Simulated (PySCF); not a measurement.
# Electron correlation in Ge⁺ (germanium, charge +1)

[Ar] 3d10 4s2 4p1, 2P determinant. All numbers are calculated (PySCF 2.14, scalar relativity by spin-free X2C-1e, in Sapporo-DKH3-DZP-2012). Frozen: [Ar] 3d10; 3 electrons correlated.

MP2 pair energies summed by pair of shells (mhartree):

```csv
pair,energy,share (%)
4s-4s,-17.63,57.9
4s-4p,-12.83,42.1
```

Total MP2 correlation energy: -30.46 mhartree.

Same-spin part -2.08 and opposite-spin part -28.37 mhartree; SCS-MP2 scales them by 1/3 and 6/5 to -34.74 mhartree.

```
  level  correlation energy (mhartree)
   CCSD                         -45.04
    (T)                          -0.46
CCSD(T)                         -45.50
```

Diagnostics: T1 = 0.0092, D1 = 0.0226, largest double amplitude 0.094.

Cost of the coupled-cluster step: 0.51 s of wall time on 1 thread of Neoverse-N1 (shared host), for 3 correlated electrons.
